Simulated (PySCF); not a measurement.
**Ionisation energy of Xe by level of theory**

Xe [Xe] (1S) → Xe+ [Kr] 4d10 5s2 5p5 (2P), as a difference of total energies. Calculation: PySCF 2.14, in x2c-TZVPall; the spin-free X2C one-electron Hamiltonian (Gaussian nucleus). Correlated levels: valence: [Kr] 4d10 frozen. The calculations carry no spin-orbit coupling.

```json
{"method": "UHF", "ionisation energy (eV)": "11.543"}
{"method": "BP86", "ionisation energy (eV)": "12.542"}
{"method": "r2SCAN", "ionisation energy (eV)": "12.506"}
{"method": "MP2 (valence)", "ionisation energy (eV)": "12.302"}
{"method": "SCS-MP2 (valence)", "ionisation energy (eV)": "12.232"}
```

Q: How much does correlation contribute at MP2 (valence)?

A: 12.302 − (11.543) = 0.759 eV, measured against UHF.

Errors of the correlated levels include the incompleteness of this basis and the frozen core.

For comparison: 12.565 eV (measured; NIST levels, between the centres of gravity of the two terms).
